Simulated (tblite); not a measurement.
Compound: C6H7NOSi.
Geometry (GFN2-xTB, Å), atoms numbered from 1 in this order:
```xyz
16
C6H7NOSi angstrom
C      3.159    0.049   -0.234
C      1.721   -0.079   -0.228
C      0.526   -0.185   -0.215
C     -0.913   -0.325   -0.227
Si    -1.735    1.333    0.420
C     -1.376   -0.494   -1.575
N     -1.715   -0.617   -2.660
C     -1.422   -1.390    0.687
O     -2.547   -1.808    0.704
H      3.457    0.844   -0.916
H      3.615   -0.885   -0.561
H      3.518    0.287    0.767
H     -3.177    1.158    0.329
H     -1.256    1.492    1.792
H     -1.208    2.374   -0.458
H     -0.656   -1.744    1.405
```

Computed with GFN2-xTB (tblite): harmonic, unscaled wavenumbers at the GFN2-xTB geometry, gas phase. The method is semi-empirical: single wavenumbers can be off by several per cent or more. Modes of hydrogen on silicon can be 10 to 20 % off. One conformer, not necessarily the lowest. The optimisation stopped once no atom felt more than 0.01 eV/Å.

Lowest wavenumbers of the output (negative numbers stand for imaginary wavenumbers):
```
mode    cm-1
  1     -39.9
  2      71.8
  3      74.2
  4      81.8
  5     121.6
  6     125.4
  7     142.2
  8     180.1
  9     246.7
 10     263.5
```

Question: Is this structure a minimum?

Answer: Not by this Hessian. 1 mode is imaginary beyond 20i (40i cm⁻¹), so at this level the point lies at or near a first-order saddle. The curvature is small, so loose convergence or finite differences may be the whole cause.

Question: Which atoms move in the imaginary mode?

Answer: 40i: H10 (methyl hydrogen) 33 %, H12 (methyl hydrogen) 33 %, H11 (methyl hydrogen) 33 %. These are shares of the mass-weighted motion.

Question: What is the remedy?

Answer: Step along that mode in both directions, optimise again with tighter thresholds and repeat the frequencies. The zero-point energy of this point (65.1 kcal/mol) counts the 41 real modes alone, and thermal corrections from it aren't those of a minimum.
